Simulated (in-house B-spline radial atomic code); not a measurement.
RPA and G0W0 on LC-wPBE: the chromium ion Cr⁶⁺

Configuration [Ne] 3s2 3p6, mean-field start LC-wPBE. Computed with a B-spline radial code for spherical atoms: all electrons, scalar-relativistic (spin-free one-electron X2C), finite nucleus, each spin shell either full or empty, empty states to l = 9 with an (l + 1/2)⁻⁴ tail; G0W0 by contour deformation at full frequency.

Command:
```bash
python run_gw.py task.json out
```
Settings (radii: box in bohr, nucleus in fm):
```
Z                        24
electrons                18
configuration            [Ne] 3s2 3p6
hamiltonian              x2c
method                   lc_wpbe
lmax                     9
rms_radius               3.6452
spin_polarised           False
box_radius               9.29
intervals                67
```

Cost of the run: 1.2 s on 1 thread of Arm Neoverse V2, on a shared host.

Energies (hartree):

```csv
term,value
mean-field total,-1040.87368
Hartree-Fock functional on these orbitals,-1040.21744
direct second order,-1.3492
second-order exchange,0.45214
SOSEX correction,0.41791
```

Question: What is the RPA correlation energy, and what remains with SOSEX?

Answer: RPA gives -1.2016 hartree (-1.82 eV per electron); RPA + SOSEX gives -0.78369, and the second-order doubles -0.89704 hartree (no singles). SOSEX takes back 35 % of the RPA value.

Quasi-particle levels (eV):

| level | occupied | mean field | Σx - vxc | Σc | QP weight | G0W0 |
| --- | --- | --- | --- | --- | --- | --- |
| 3p | yes | -154.32 | -6.08 | ? | ? | ? |
| 2p | yes | -683.28 | -40.35 | 11.08 | 0.904 | -712.54 |
| 3d | no | -96.77 | 8.90 | -3.10 | 0.974 | -90.97 |

G0W0 = mean field + (Σx - vxc) + Σc, with Σc (partial-wave tail included) taken at the quasi-particle energy. Only the outer levels were computed. Levels of low weight are left out.

Question: Where does G0W0 put 3p?

Answer: At -160.86 eV, with Σc = -0.46 eV and a quasi-particle weight of 0.964. The tabulated removal energy is 160.29 ± 0.06 eV (NIST, semi-empirical); the calculation leaves out spin-orbit coupling, Breit and QED terms, and what these don't explain is the method's own error.
